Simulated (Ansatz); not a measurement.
Basis-set series for CH8AlGaSi. The species carries charge 0 and has multiplicity 1. The bonds changed during the relaxation, so this is another structure than the one it started from. Geometry: relaxed with PBE0-D4/def2-TZVP.

```xyz
12

Al    0.709   -0.270    1.547
C     0.061    0.790   -0.011
Si   -1.636    0.276   -0.555
Ga    1.392   -0.194   -1.013
H    -0.212   -1.453    2.067
H     1.953    0.286    2.365
H     0.171    1.876   -0.034
H    -1.618   -1.180   -0.898
H    -2.664    0.468    0.505
H    -2.097    1.001   -1.773
H     2.188   -0.259   -2.339
H     1.754   -1.343    0.139
```

| functional | basis | functions | energy (Eh) | HOMO (eV) | LUMO (eV) |
| --- | --- | --- | --- | --- | --- |
| PBE0-D4 | def2-SVP | 122 | -2498.67854 | -7.44 | -2.11 |
| PBE0-D4 | def2-QZVPP | 526 | -2499.22163 | -7.45 | -2.15 |
| ωB97M-V | def2-SVP | 122 | -2499.02854 | -9.52 | -0.38 |
| ωB97M-V | def2-QZVPP | 526 | -2499.57257 | -9.56 | -0.52 |

(1) Give the rows for def2-TZVPP. (Best estimate.)

## Answers

(1) Ansatz gave: 
```tsv
functional	basis	functions	energy (Eh)	HOMO (eV)	LUMO (eV)
PBE0-D4	def2-TZVPP	275	-2499.15808	-7.45	-2.13
ωB97M-V	def2-TZVPP	275	-2499.51140	-9.56	-0.43
```

Scalar relativity is left out up to krypton.
